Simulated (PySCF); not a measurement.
C2H8Zr, SMILES [CH3][ZrH2][CH3], multiplicity 1. Geometry optimised at PBE-D3(BJ)/def2-SVP. The multiplicity is an assumed one; no other spin state was optimised. The structure was generated by enumeration; whether it is a known compound was not checked. The def2 effective core potentials stand for the cores of Zr; spin–orbit coupling is left out.

Computed with PySCF with PBE-D3(BJ)/def2-SVP.

Harmonic wavenumbers (cm⁻¹): 111, 112, 126, 215, 260, 285, 417, 460, 461, 530, 540, 562, 609, 1088, 1089, 1331, 1335, 1335, 1335, 1603, 1629, 2916, 2917, 3012, 3013, 3046, 3050. Rotational constants (GHz): 9.729, 4.423, 3.372; symmetry number 2.

Work out the zero-point energy and the ideal-gas rigid-rotor harmonic-oscillator thermochemistry at 298.15 K and 1 atm.

ZPE = ½ Σ hcν = ½ × 33384 cm⁻¹ = 199.68 kJ/mol. H − E(el) = 223.24 kJ/mol. Entropy in J/(mol K): translation 168.79, rotation 99.71, vibration 81.32, total 349.82. G − E(el) = 118.95 kJ/mol. Cp = 120.55 J/(mol K). Modes under 150 cm⁻¹ make the vibrational entropy uncertain.
